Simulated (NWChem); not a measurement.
System: TaNH$_{4}$O$_{3}$; SMILES [OH][Ta]([OH])(=[NH])[OH]

Excerpt of the output:

```
             Northwest Computational Chemistry Package (NWChem) 7.3.0
             --------------------------------------------------------

 C3  symmetry detected

                             Geometry "geometry" -> ""
                             -------------------------

 Output coordinates in angstroms (scale by  1.889725989 to convert to a.u.)

  No.       Tag          Charge          X              Y              Z
 ---- ---------------- ---------- -------------- -------------- --------------
    1 Ta                  73.0000     0.00000000     0.00000000    -0.00413633
    2 N                    7.0000    -0.00000000    -0.00000000    -1.77508480
    3 H                    1.0000    -0.00000000     0.00000000    -2.78671097
    4 O                    8.0000     1.38491320    -1.16221810     0.62315631
    5 H                    1.0000     2.03947521    -1.71138888     0.18616830
    6 O                    8.0000     0.31405380     1.78047906     0.62315631
    7 H                    1.0000     0.46236864     2.62193178     0.18616830
    8 O                    8.0000    -1.69896700    -0.61826096     0.62315631
    9 H                    1.0000    -2.50184385    -0.91054290     0.18616830

 Effective nuclear repulsion energy (a.u.)     787.2727732197

      Symmetry information
      --------------------

 Group name             C3
 Group number              5
 Group order               3
 No. of unique centers     5

                                 NWChem DFT Module
                                 -----------------

 Summary of "ao basis" -> "ao basis" (spherical)
 ------------------------------------------------------------------------------
       Tag                 Description            Shells   Functions and Types
 ---------------- ------------------------------  ------  ---------------------
 Ta                         def2-svp                12       32   6s3p2d1f
 N                          def2-svp                 6       14   3s2p1d
 H                          def2-svp                 3        5   2s1p
 O                          def2-svp                 6       14   3s2p1d

      Symmetry analysis of basis
      --------------------------

        a          42
        e+         33
        e-         33

  Rotation of axis

            General Information
            -------------------
          SCF calculation type: DFT
          Wavefunction type:  closed shell.
          No. of atoms     :     9
          No. of electrons :    48
           Alpha electrons :    24
            Beta electrons :    24
          Charge           :     0
          Spin multiplicity:     1
          Use of symmetry is: on ; symmetry adaption is: on
          Maximum number of iterations: 150
          AO basis - number of functions:   108
                     number of shells:    48
          Convergence on energy requested:  1.00D-06
          Convergence on density requested:  1.00D-05
          Convergence on gradient requested:  5.00D-04

              XC Information
              --------------
                         PBE0 Method XC Functional
                     Hartree-Fock (Exact) Exchange  0.250
          PerdewBurkeErnzerhof Exchange Functional  0.750
            Perdew 1991 LDA Correlation Functional  1.000 local
           PerdewBurkeErnz. Correlation Functional  1.000 non-local

             Grid Information
             ----------------
          Grid used for XC integration:  medium
          Radial quadrature: Mura-Knowles
          Angular quadrature: Lebedev.
          Tag              B.-S. Rad. Rad. Pts. Rad. Cut. Ang. Pts.
          ---              ---------- --------- --------- ---------
          Ta                  1.45      123           9.0       590
          N                   0.65       49          10.0       434
          H                   0.35       45          12.0       434
          O                   0.60       49          10.0       434
          Grid pruning is: on
          Number of quadrature shells:   311
          Spatial weights used:  Erf1

      Superposition of Atomic Density Guess
      -------------------------------------

 Sum of atomic energies:        -342.23341412

      Non-variational initial energy
      ------------------------------

 Total energy =    -337.214092
 1-e energy   =    -908.568769
 2-e energy   =     354.868852
 HOMO         =      -0.378669
 LUMO         =      -0.025989

      Symmetry analysis of molecular orbitals - initial
      -------------------------------------------------

  Numbering of irreducible representations:

     1 a           2 e+          3 e-

  Orbital symmetries:

     1 a           2 e+          3 e+          4 a           5 a
     6 a           7 e+          8 e+          9 a          10 e+
    11 e+         12 a          13 a          14 e+         15 e+
    16 a          17 e+         18 e+         19 a          20 e+
    21 e+         22 a          23 e+         24 e+         25 a
    26 e+         27 e+         28 a          29 e+         30 e+
    31 e+         32 e+         33 a          34 a

     ---------------------------------------------
      Total Density - Mulliken Population Analysis
     ---------------------------------------------

    Atom       Charge   Shell Charges
 -----------   ------   -------------------------------------------------------
    1 Ta  13    10.48   0.03 -0.32  1.77  0.54  0.30  0.05  5.48  0.58  0.16  1.43  0.28  0.16
    2 N    7     8.17   1.99  1.09  0.57  2.74  1.78  0.01
    3 H    1     0.78   0.61  0.13  0.05
    4 O    8     8.88   1.99  1.10  0.66  3.14  1.98  0.00
    5 H    1     0.64   0.52  0.06  0.06
    6 O    8     8.88   1.99  1.10  0.66  3.14  1.98  0.00
    7 H    1     0.64   0.52  0.06  0.06
    8 O    8     8.88   1.99  1.10  0.66  3.14  1.98  0.00
    9 H    1     0.64   0.52  0.06  0.06

[...]
```

Level: PBE0/def2-SVP with def2 effective core potentials on Ta. Geometry: optimised at PBE0/def2-SVP. No frequency run checked for a minimum. def2 effective core potentials on Ta; no spin-orbit coupling.

### Question
Which NWChem input produces such a log?

### Answer
One answer among several that fit: the input that was run:
```
start job
memory heap 200 mb stack 900 mb global 1100 mb
geometry units angstroms noautoz
  Ta    -0.000282    -0.000153     0.015318
  N      0.000578    -0.005897    -1.755621
  H      0.001090    -0.009096    -2.767242
  O      1.128851     1.413645     0.638585
  H      1.663309     2.079016     0.199685
  O     -1.787905     0.274090     0.640947
  H     -2.632514     0.400668     0.203210
  O      0.657393    -1.682134     0.648290
  H      0.968800    -2.479250     0.213973
end
basis spherical
  Ta library def2-svp
  N library def2-svp
  H library def2-svp
  O library def2-svp
end
ecp
  Ta library def2-ecp
end
dft
  xc pbe0
  iterations 150
  mulliken
end
task dft energy
```
